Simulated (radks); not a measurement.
The numbers below are computed, except where a source is named.
Q: Excited configurations of Sn I: one electron is placed in a higher orbital outside [Kr] 4d10 5s2 5p1. The ground configuration is [Kr] 4d10 5s2 5p2. Level of theory: scalar-relativistic Kohn-Sham, r2SCAN, spin-unpolarised, spherical densities, finite nucleus; meta-GGA in the generalised Kohn-Sham scheme; Fermi nuclear charge, rms radius 4.6519 fm (a radial shooting solver on a logarithmic mesh with Libxc functionals). Excitation = E - E(ground); binding = E(ion) - E, where the ion is the core of charge +1; n* = 1/sqrt(2 binding) in atomic units, and the quantum defect is n - n*.

outer orbital  excitation (eV)  binding (eV)     n*  quantum defect  eigenvalue (eV)  <r> (bohr)
5d                       5.300         1.604  2.913           2.087           -0.626       9.332
6s                       4.031         2.873  2.176           3.824           -1.717       7.319
6p                       4.951         1.952  2.640           3.360           -1.086       9.749
6f                       6.492         0.412  5.750           0.250           -0.250       47.23
7s                       5.520         1.383  3.136           3.864           -0.850       15.28
7p                       5.847         1.056  3.589           3.411           -0.653       19.12
7f                       6.596         0.307  6.654           0.346           -0.195       66.11

Estimate the row for 6d.

A: excitation (eV) 5.912; binding (eV) 0.991; n* 3.705; quantum defect 2.295; eigenvalue (eV) -0.522; <r> (bohr) 18.29. The Delta-SCF ionisation energy is 6.904 eV (NIST Atomic Spectra Database: 7.344 eV, measured). Self-interaction in the functional shifts the binding energies and quantum defects, so they are the method's values and not measured ones. Spin polarisation and multiplet splitting are left out, so open shells lie too high by an amount that depends on their filling. Spin-orbit splitting is averaged out at the scalar-relativistic level.

Beside tabulated values, note that spin-unpolarised runs miss the spin-polarisation part of the exchange energy of open shells.
